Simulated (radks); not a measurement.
Correlation energies from several functionals, in hartree. Species: Zn+ [Ar] 3d10 4s1; Ag [Kr] 4d10 5s1; As3+ [Ar] 3d10 4s2. Method: non-relativistic Kohn-Sham, LDA (Slater exchange, Perdew-Wang correlation), spin-polarised, spherical densities, point nucleus; computed with a radial shooting solver on a logarithmic mesh with Libxc functionals. Every spin shell is full or empty, so the densities are truly spherical. Functionals are evaluated on that one density, not self-consistently.

functional,Zn+,Ag,As3+
PW92,-2.6069,-4.4411,-2.8163
PZ,-2.6020,-4.4386,-2.8131
Wigner,-1.5244,-2.4924,-1.6101
Chachiyo,-2.5669,-4.3808,-2.7763
PBEsol,-1.5758,-2.7997,-1.6916
LYP,-1.3973,-2.3654,-1.4967
AM05,-2.4018,-4.1324,-2.5985
OP (B88),-1.3489,-2.2946,-1.4461
revTPSS,-1.3984,-2.5033,-1.5011
r2SCAN,-1.3998,-2.4910,-1.5001
B95,-1.6465,-2.9947,-1.7975
